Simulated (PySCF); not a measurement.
F2HNbO2, SMILES [O]=[Nb]([OH])([F])[F], multiplicity 1.

Geometry optimised at B3LYP-D3(BJ)/def2-SVP. The multiplicity is an assumed one; no other spin state was optimised. The structure was generated by enumeration; whether it is a known compound was not checked. The def2 effective core potentials stand for the cores of Nb; spin–orbit coupling is left out. The values are those of a single conformer.

These are PBE/def2-TZVP run with PySCF values and carry that method's errors.

Isolated molecule, no solvent.

Computed frontier levels, gap, dipole moment and polarisability:
- highest occupied level = -8.48 eV
- lowest empty level = -2.66 eV
- orbital gap = 5.83 eV
- dipole moment = 2.48 D
- quadrupole, principal values (traceless, Buckingham form, about the centre of nuclear charge) = -5.93, -4.46, 10.38 D·Å
- mean static polarisability = 42.3 bohr³ (6.27 Å³)
- polarisability, principal values = 38.1, 43.3, 45.6 bohr³
